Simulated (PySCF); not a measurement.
Vertical excitations of a molecule F₂H₆Si₃ from TDDFT-PBE/def2-SVPD run with PySCF, as energy in eV (oscillator strength): 5.46 (0.073), 5.48 (0.000), 6.45 (0.040), 6.61 (0.351), 6.91 (0.000), 7.01 (0.011), 7.09 (0.000), 7.18 (0.000), 7.20 (0.001), 7.27 (0.000). Lowest triplet (TDA): 4.73 eV. Coordinates come from a TPSSh-D3(BJ)/def2-SVP optimisation. One conformer was computed; it need not be the lowest.

Task: Pick the molecule that these values belong to.
A. F[SiH](F)[SiH2][SiH3]
B. F[SiH2][SiH2][SiH2]F
C. F[SiH2][Si@H](F)[SiH3]
D. F[Si](F)([SiH3])[SiH3]

Result: D, F[Si](F)([SiH3])[SiH3]
